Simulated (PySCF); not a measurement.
Species: C₇H₁₁BO₂.
Numbering: `[CH2:1]=[C:2]([CH3:3])/[CH:4]=[CH:5]\[C@H:6]1[CH2:7][O:8][BH:9][O:10]1`

Geometry (PBE0-D3(BJ)/def2-SVP, Å), atoms numbered from 1 in this order:
```xyz
21
C7H11BO2 angstrom
C     -3.621    0.603   -0.878
C     -2.357    0.178   -0.696
C     -2.084   -1.103    0.039
C     -1.269    0.998   -1.240
C      0.067    0.845   -1.209
C      0.911   -0.237   -0.617
C      1.364   -1.299   -1.652
O      2.757   -1.451   -1.446
B      3.161   -0.462   -0.602
O      2.142    0.311   -0.137
H     -3.836    1.537   -1.405
H     -4.474    0.032   -0.505
H     -1.548   -0.917    0.984
H     -3.023   -1.616    0.286
H     -1.469   -1.793   -0.559
H     -1.625    1.884   -1.777
H      0.667    1.604   -1.723
H      0.414   -0.717    0.236
H      1.179   -0.965   -2.686
H      0.853   -2.264   -1.508
H      4.309   -0.291   -0.296
```

NICS is the negative of the GIAO shielding at a point without a nucleus: at the ring centre (0) and 1 Å above and below it (1); zz is the component along the ring normal. Level: GIAO B3LYP/pcSseg-1 (PySCF, non-relativistic, gas phase) on the PBE0-D3(BJ)/def2-SVP geometry, one conformer.

Ring bond lengths (Å): C6–C7 1.551, C7–O8 1.416, O8–B9 1.362, B9–O10 1.361, O10–C6 1.431.

What do the NICS probes read (ppm)?

```csv
ring,type,NICS(0),"NICS(1), two faces","NICS(1)zz, two faces",rms pucker (Å),"centre to ring atoms, mean (Å)"
C6–C7–O8–B9–O10,5-membered ring with B and 2 O; formal bonds all single,-5.5,-2.4 / -2.3,-4.0 / -4.5,0.05,1.21
```

What do they say, and how far can they be read as aromaticity?

- C6–C7–O8–B9–O10: mean NICS(1)zz -4.2 ppm, shielded. C6, C7 have four or more neighbours; no verdict on aromaticity is drawn.

What is the mean of the two in-plane components of NICS at the first NICS(1) probe listed for ring C6–C7–O8–B9–O10, 1 Å off the ring?

The isotropic value is a third of the trace: (3 × -2.4 − (-4.0))/2 = -1.6 ppm.

How do the values depend on the level or the medium?

```json
{"level": "B3LYP/pcSseg-1, gas", "NICS(0), C6–C7–O8–B9–O10": "-5.5", "mean NICS(1)zz, C6–C7–O8–B9–O10": "-4.2"}
{"level": "PBE0/pcSseg-1, gas", "NICS(0), C6–C7–O8–B9–O10": "-5.7", "mean NICS(1)zz, C6–C7–O8–B9–O10": "-4.4"}
{"level": "PBE0/pcSseg-1, IEF-PCM acetone", "NICS(0), C6–C7–O8–B9–O10": "-5.6", "mean NICS(1)zz, C6–C7–O8–B9–O10": "-4.1"}
{"level": "PBE0/pcSseg-1, IEF-PCM benzene", "NICS(0), C6–C7–O8–B9–O10": "-5.7", "mean NICS(1)zz, C6–C7–O8–B9–O10": "-4.3"}
```

The geometry is the same throughout; the continuum's cavity takes Bondi-type radii × 1.2.
